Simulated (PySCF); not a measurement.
## C6H11O2: g tensor and hyperfine couplings

Species: C6H11O2 (doublet state).
Atom-mapped SMILES: `[CH3:1][CH2:2][C@@H:3]([CH3:4])[CH:5][O:6][CH:7]=[O:8]` (hydrogens: H9, H10, H11 on C1; H12, H13 on C2; H14 on C3; H15, H16, H17 on C4; H18 on C5; H19 on C7)

Cartesian coordinates in Å at the GFN2-xTB level; atoms count from 1:
```xyz
19
C6H11O2 angstrom
C     -1.290    1.594    0.833
C     -1.525    0.279    0.103
C     -0.311   -0.666    0.212
C     -0.648   -2.025   -0.420
C      0.873   -0.077   -0.447
O      1.973    0.166    0.285
C      3.068    0.681   -0.284
O      3.192    0.966   -1.448
H     -2.169    2.229    0.763
H     -1.079    1.414    1.885
H     -0.445    2.126    0.401
H     -2.395   -0.225    0.527
H     -1.729    0.474   -0.952
H     -0.072   -0.812    1.270
H     -0.880   -1.903   -1.475
H     -1.510   -2.464    0.078
H      0.192   -2.707   -0.326
H      0.903    0.155   -1.501
H      3.842    0.803    0.486
```

The hyperfine couplings belong to this conformer and change with its torsions.

Computed with UKS B3LYP, pcH-1 on C H O, non-relativistic, mean-field spin-orbit, GIAO (PySCF 2.14.0). Geometry: GFN2-xTB, one conformer, isolated molecule. Couplings are sensitive to structure, and on GFN2-xTB geometries they can be far from those on DFT ones. Stability of the SCF solution: not tested.

| Item | Value |
| --- | --- |
| g1, g2, g3 | 2.00209, 2.00263, 2.00348 |
| g_iso | 2.00273 |
| Form of g | rhombic: the two nearest values differ by 39 % of g3 − g1 |
| ⟨S²⟩ | 0.7544 (exact 0.7500) |
| α and β electrons | 32, 31 |
| HOMO–LUMO gap, α and β orbitals | 4.91, 6.26 eV |
| Total energy | -385.69133 Eh |
| Basis functions | 310 |

Isotropic coupling and dipolar principal values T1 to T3, in mT; ρ(0) is the spin density at the nucleus (MHz turned into mT with g_iso):

| atom | isotope | a_iso | T1 | T2 | T3 | Mulliken spin population | ρ(0) (bohr⁻³) |
| --- | --- | --- | --- | --- | --- | --- | --- |
| C1 | 13C | 0.09 | -0.04 | -0.01 | 0.05 | 0.00 | 0.0022 |
| C2 | 13C | 1.68 | -0.14 | -0.13 | 0.27 | 0.03 | 0.0419 |
| C3 | 13C | -1.02 | -0.06 | 0.02 | 0.04 | -0.08 | -0.0255 |
| C4 | 13C | 2.01 | -0.14 | -0.14 | 0.28 | 0.03 | 0.0502 |
| C5 | 13C | 3.28 | -2.87 | -2.77 | 5.63 | 0.93 | 0.0817 |
| O6 | 17O | -0.13 | -0.75 | 0.34 | 0.41 | 0.00 | 0.0062 |
| C7 | 13C | 0.21 | -0.23 | -0.15 | 0.39 | 0.06 | 0.0053 |
| O8 | 17O | -0.15 | -0.75 | 0.36 | 0.40 | 0.07 | 0.0071 |
| H9 | 1H | -0.03 | -0.05 | -0.03 | 0.09 | 0.00 | -0.0002 |
| H10 | 1H | 0.02 | -0.07 | -0.05 | 0.12 | 0.00 | 0.0002 |
| H11 | 1H | 0.00 | -0.18 | -0.11 | 0.29 | 0.00 | 0.0000 |
| H12 | 1H | 0.27 | -0.10 | -0.05 | 0.15 | 0.01 | 0.0017 |
| H13 | 1H | -0.08 | -0.14 | -0.08 | 0.23 | 0.00 | -0.0005 |
| H14 | 1H | 0.09 | -0.18 | -0.13 | 0.31 | 0.00 | 0.0006 |
| H15 | 1H | -0.07 | -0.15 | -0.09 | 0.23 | 0.00 | -0.0004 |
| H16 | 1H | 0.59 | -0.10 | -0.05 | 0.15 | 0.01 | 0.0037 |
| H17 | 1H | -0.07 | -0.18 | -0.07 | 0.25 | 0.00 | -0.0004 |
| H18 | 1H | -2.31 | -1.27 | -0.02 | 1.29 | -0.04 | -0.0145 |
| H19 | 1H | -0.35 | -0.17 | -0.08 | 0.26 | -0.01 | -0.0022 |

The Mulliken spin populations are largest on C5 (+0.93), C3 (-0.08) and O8 (+0.07). No atom but C5 exceeds +0.15. The angles at C5 add up to 360.0°, so it is planar; its axial dipolar tensor and the negative coupling of its proton fit spin in a p orbital normal to that plane.

Axes: g3 points within 6° of the C3–C5 bond.

Under fast tumbling the dipolar parts average out, and these isotropic splittings remain: 1 × 1H (H18, I = 1/2, 2 lines) with 2.31 mT, 1 × 1H (H19, I = 1/2, 2 lines) with 0.35 mT, 1 × 1H (H12, I = 1/2, 2 lines) with 0.27 mT, 3 × 1H (H15/H16/H17, I = 1/2, 4 lines) with 0.15 mT, 1 × 1H (H14, I = 1/2, 2 lines) with 0.09 mT and 1 × 1H (H13, I = 1/2, 2 lines) with 0.08 mT.

Nuclei that the bonding pattern makes equivalent are averaged, as if the motion that swaps them (rotation, inversion, ring flip) were fast. The three 1H nuclei of mean +4.2 MHz run from -2.0 to 16.5 MHz in the frozen geometry.

The 13C coupling of C5 (91.9 MHz) shows only in satellite lines or after enrichment, since that isotope makes up about 1.07 % of natural carbon.

Examples of negative spin density at the nucleus (bohr⁻³): C3 (-0.0255), H18 (-0.0145) and H19 (-0.0022).

On Intel Xeon at 2.50 GHz, one thread, no GPU, shared host with 64 logical CPUs at a one-minute load of 60, this took 4.1 min (with the writing of density and orbital grids) and 1.1 GiB of memory at its peak.
